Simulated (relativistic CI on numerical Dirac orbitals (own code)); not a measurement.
## Sn³²⁺: q coefficients and field-shift factors

Method of calculation: Dirac-Coulomb-Breit CI, KLI orbitals optimised for each configuration, derivatives by finite differences, unscaled Slater integrals, QED left out (own radial code, finite nucleus).

Configuration list (outside the closed core [Ne]): 3s2 3p6, 3s2 3p5 3d, 3s 3p6 3d, 3p6 3d2, 3p5 3d3. Double excitations out of closed p, d and f shells are left out; levels of such configurations are missing from the list, as are those of other unlisted configurations, and high levels can miss mixing partners.

With x = (α/α₀)² − 1 an excitation energy changes as ω = ω₀ + qx; K = 2q/ω₀ is the relative enhancement. Terms are leading LS components, so labels can repeat. The field-shift factor is F = δν/δ⟨r²⟩ for the transition from the lowest level.

Lowest level 3s2 3p6 1S_0.

```csv
Level,ω₀ (cm⁻¹),q (cm⁻¹),K,F (GHz/fm²)
3s2 3p5 3d 3P°_0,1138429,26570,0.0467,2.77
3s2 3p5 3d 3P°_1,1175063,41870,0.0713,2.8
3s2 3p5 3d 3F°_3,1218568,28530,0.0468,2.82
3s2 3p5 3d 3D°_2,1232404,39490,0.0641,2.83
3s2 3p5 3d 3F°_4,1276967,118500,0.186,3.56
3s2 3p5 3d 1D°_2,1300669,120300,0.185,3.3
3s2 3p5 3d 3D°_3,1361419,119700,0.176,3.7
3s2 3p5 3d 3D°_1,1469428,187400,0.255,0.961
3s2 3p5 3d 3F°_2,1631707,482400,0.591,-8.95
3s2 3p5 3d 3D°_2,1732743,573200,0.662,-8.1
3s2 3p5 3d 1F°_3,1755097,579300,0.66,-8.28
3s2 3p5 3d 1P°_1,1888041,416300,0.441,-6.01
3s 3p6 3d 3D_1,2625961,569600,0.434,-561
```

At this charge energies of transitions that change n are usually good to better than 1 %, and those within a shell (Δn = 0) to a few per cent.
